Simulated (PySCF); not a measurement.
Species: C5H6F3PS.
Atom-mapped SMILES: `[CH3:1][CH2:2][C:3]1=[CH:4][P@:5]1(=[S:6])[C:7]([F:8])([F:9])[F:10]` (hydrogens: H11, H12, H13 on C1; H14, H15 on C2; H16 on C4)

The same species was optimised twice, with GFN2-xTB and with PBE0-D3(BJ)/def2-SVP (PySCF), and the same property calculations (PySCF, gas phase) were run on both structures.

```
     coordinate  GFN2-xTB  PBE0-D3(BJ)/def2-SVP  change
      C4–P5 (Å)     1.802                 1.759  -0.043
      C3–P5 (Å)     1.814                 1.772  -0.042
      P5–C7 (Å)     1.904                 1.888  -0.016
      C2–C3 (Å)     1.468                 1.476  +0.008
      P5=S6 (Å)     1.933                 1.925  -0.008
      C1–C2 (Å)     1.526                 1.520  -0.006
      C7–F8 (Å)     1.332                 1.327  -0.005
      C3=C4 (Å)     1.341                 1.337  -0.004
      C7–F9 (Å)     1.333                 1.329  -0.004
     C7–F10 (Å)     1.336                 1.335  -0.001
   C4–P5–C7 (°)     105.1                 107.8    +2.7
   S6–P5–C7 (°)     116.5                 114.0    -2.5
   C1–C2–C3 (°)     111.3                 113.8    +2.5
   C3–P5–C7 (°)     105.7                 107.2    +1.5
  P5–C7–F10 (°)     111.9                 110.5    -1.4
   C3–P5–C4 (°)      43.5                  44.5    +1.0
   C3–P5–S6 (°)     133.2                 132.5    -0.7
   C4–P5–S6 (°)     132.1                 132.7    +0.6
C1–C2–C3–C4 (°)        -2                    -1      +1
C4–P5–C7–F8 (°)      -151                  -153      -2
```

Rotational constants: A = 1260, B = 725.4, C = 544.6 MHz (GFN2-xTB) against A = 1292, B = 727.4, C = 553.3 MHz (PBE0-D3(BJ)/def2-SVP). Point groups within 0.08 Å: C1 and C1.

On the GFN2-xTB structure: HOMO (eV) -6.91 [PBE0/pcSseg-1]; LUMO (eV) -1.10 [PBE0/pcSseg-1]; dipole (D) 5.01 [PBE0/pcSseg-1]; GIAO shielding of C1 (ppm) 174.5 [PBE0/pcSseg-1]; GIAO shielding of C2 (ppm) 160.7 [PBE0/pcSseg-1]; GIAO shielding of C3 (ppm) 8.3 [PBE0/pcSseg-1]; GIAO shielding of C4 (ppm) 40.0 [PBE0/pcSseg-1]; GIAO shielding of P5 (ppm) 414.1 [PBE0/pcSseg-1]; GIAO shielding of S6 (ppm) 804.6 [PBE0/pcSseg-1]; GIAO shielding of C7 (ppm) 54.7 [PBE0/pcSseg-1]; GIAO shielding of F8/F9/F10 (mean) (ppm) 248.8 [PBE0/pcSseg-1].

Question: What do these properties become on the PBE0-D3(BJ)/def2-SVP structure?

Answer: 
```
                                    property          level  on GFN2-xTB  on PBE0-D3(BJ)/def2-SVP  change
                                   HOMO (eV)  PBE0/pcSseg-1        -6.91                    -6.89   +0.02
                                   LUMO (eV)  PBE0/pcSseg-1        -1.10                    -1.13   -0.03
                                  dipole (D)  PBE0/pcSseg-1         5.01                     5.11   +0.10
energy, GFN2-xTB geometry as zero (kcal/mol)  PBE0/pcSseg-1          0.0                     -1.6    -1.6
                  GIAO shielding of C1 (ppm)  PBE0/pcSseg-1        174.5                    173.3    -1.2
                  GIAO shielding of C2 (ppm)  PBE0/pcSseg-1        160.7                    159.9    -0.8
                  GIAO shielding of C3 (ppm)  PBE0/pcSseg-1          8.3                     11.3    +3.0
                  GIAO shielding of C4 (ppm)  PBE0/pcSseg-1         40.0                     44.6    +4.6
                  GIAO shielding of P5 (ppm)  PBE0/pcSseg-1        414.1                    411.2    -2.9
                  GIAO shielding of S6 (ppm)  PBE0/pcSseg-1        804.6                    808.5    +3.9
                  GIAO shielding of C7 (ppm)  PBE0/pcSseg-1         54.7                     56.6    +1.9
    GIAO shielding of F8/F9/F10 (mean) (ppm)  PBE0/pcSseg-1        248.8                    254.0    +5.2
```

The heavy atoms differ by 0.046 Å rms after alignment. Among bonds between heavy atoms C3–P5 and C4–P5 change most and about equally (-0.043 to -0.042 Å). Changes are differences of the printed values. Neither structure is proved a minimum here.

Conformer computed: `[CH3:1][CH2:2][C:3]1=[CH:4][P@:5]1(=[S:6])[C:7]([F:8])([F:9])[F:10]`: C1–C2–C3–C4 -1°, C4–P5–C7–F8 -153°.
